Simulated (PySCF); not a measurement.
Spinor energies of Ba⁺ (barium, charge +1)

Start: [Xe] 6s1; 6s1/2 filled at m_j = +1/2. Calculated with PySCF 2.14 in x2c-TZVPall-2c (11s11p9d1f, 96 functions): generalised Hartree-Fock with the X2C-1e Hamiltonian and a Gaussian nucleus; one run each with spin-orbit coupling (SO) switched off, then screened by Boettger's factors. This is a chosen level, not necessarily the ground level.

| spinor shell | electrons | ε, spin-free (eV) | ε, screened SO (eV) | weight of nominal j (screened SO) | rms radius, screened SO (bohr) |
| --- | --- | --- | --- | --- | --- |
| 1s1/2 | 2 | -37630.2 | -37625.7 | 1.000 | 0.0292 |
| 2s1/2 | 2 | -6059.1 | -6057.7 | 1.000 | 0.119 |
| 2p1/2 | 2 | -5426.9 | -5693.5 | 1.000 | 0.102 |
| 2p3/2 | 4 | -5426.9 | -5308.4 | 1.000 | 0.108 |
| 3s1/2 | 2 | -1328.8 | -1328.4 | 1.000 | 0.311 |
| 3p1/2 | 2 | -1121.4 | -1174.3 | 1.000 | 0.303 |
| 3p3/2 | 4 | -1121.4 | -1097.7 | 1.000 | 0.315 |
| 3d3/2 | 4 | -820.39 | -829.78 | 1.000 | 0.287 |
| 3d5/2 | 6 | -820.39 | -813.71 | 1.000 | 0.290 |
| 4s1/2 | 2 | -284.45 | -284.33 | 1.000 | 0.715 |
| 4p1/2 | 2 | -214.75 | -225.81 | 1.000 | 0.744 |
| 4p3/2 | 4 | -214.75 | -209.73 | 1.000 | 0.770 |
| 4d3/2 | 4 | -110.31 | -111.92 | 1.000 | 0.856 |
| 4d5/2 | 6 | -110.31 | -109.13 | 1.000 | 0.867 |
| 5s1/2 | 2 | -48.973 | -48.955 | 1.000 | 1.76 |
| 5p1/2 | 2 | -29.799 | -31.383 | 1.000 | 1.98 |
| 5p3/2 | 4 | -29.799 | -29.082 | 1.000 | 2.07 |
| 6s1/2 | 1 | -9.406 | -9.407 | 1.000 | 4.79 |

| quantity | spin-free | screened SO |
| --- | --- | --- |
| E (hartree) | -8130.03910 | -8133.10697 |
| M_J | 1/2 | 1/2 |
| ⟨J²⟩ | 0.751 | 0.751 |
| ⟨L²⟩ | 0.000 | 0.036 |
| ⟨S²⟩ | 0.751 | 0.787 |

Breit and QED terms are absent; they matter most for the inner s and p1/2 levels.

Densities and radii are taken from the X2C orbitals without a picture-change correction, which distorts them close to the nucleus.

Without spin-orbit coupling the j labels of p, d and f shells carry no meaning; the spin-free column gives the mean over the occupied spinors of each nl shell.
